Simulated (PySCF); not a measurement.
Ga(vinyl)(OH)(NH2) (C2H6GaNO), SMILES [Ga]([CH]=C)([OH])[NH2].

Geometry optimised at PBE0-D3(BJ)/def2-SVP. The structure was generated by enumeration; whether it is a known compound was not checked. One conformer was computed; it need not be the lowest.

Method: PBE/def2-TZVP run with PySCF.

Gas-phase values at a fixed geometry.

Computed frontier levels, gap, dipole moment and polarisability:
```
Property                                                                                                        Value
---------------------------------------------------------------------------------------------  ----------------------
highest occupied level                                                                                       -5.80 eV
lowest empty level                                                                                           -1.70 eV
orbital gap                                                                                                   4.10 eV
dipole moment                                                                                                  2.05 D
quadrupole, principal values (traceless, Buckingham form, about the centre of nuclear charge)  -5.82, -3.24, 9.06 D·Å
mean static polarisability                                                                       63.4 bohr³ (9.39 Å³)
polarisability, principal values                                                               43.0, 66.2, 80.9 bohr³
```
